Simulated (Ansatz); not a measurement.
Ta(NH)(OH)3 (TaNO₃H₄), relaxed as a singlet with RKS PBE0-D4/def2-SVP in Ansatz, starting from the GFN2-xTB geometry. Force threshold 0.02 eV/Å.

In the def2 sets Ta takes a core potential; there is no spin–orbit coupling.

Start:

```xyz
9

Ta   -0.051   -0.215    0.022
N     0.423    1.502   -0.145
H     0.729    2.458   -0.226
O     1.253   -1.120    1.017
H     2.085   -1.067    1.488
O    -0.210   -0.933   -1.711
H    -0.135   -0.714   -2.641
O    -1.716   -0.248    0.910
H    -2.376    0.336    1.286
```

| step | energy (eV) | largest force component (eV/Å) | SCF passes |
| --- | --- | --- | --- |
| 1 | -9238.7242 | 2.070 | 28 |
| 2 | -9238.7762 | 0.169 | 31 |
| 3 | -9238.7835 | 0.138 | 33 |
| 4 | -9238.7942 | 0.419 | 32 |
| 5 | -9238.8035 | 0.025 | 32 |
| 6 | -9238.8040 | 0.003 | 33 |

Force components are those of the run's own axes.

End:

```csv
atom,x (Å),y (Å),z (Å)
Ta1,-0.065,-0.224,0.021
N2,0.444,1.465,-0.131
H3,0.734,2.430,-0.219
O4,1.244,-1.188,1.029
H5,2.075,-0.949,1.445
O6,-0.233,-0.987,-1.725
H7,-0.106,-0.645,-2.612
O8,-1.753,-0.288,0.920
H9,-2.340,0.384,1.274
```

By distances, no bond broke or formed. The bond that changes most is Ta1–O4, from 1.87 to 1.91 Å (atoms count from 1).

No frequencies were taken in this run, so the end may be a saddle point.

Hardware: 4 threads of Arm Neoverse V2 on a shared host. Wall time 12 s.
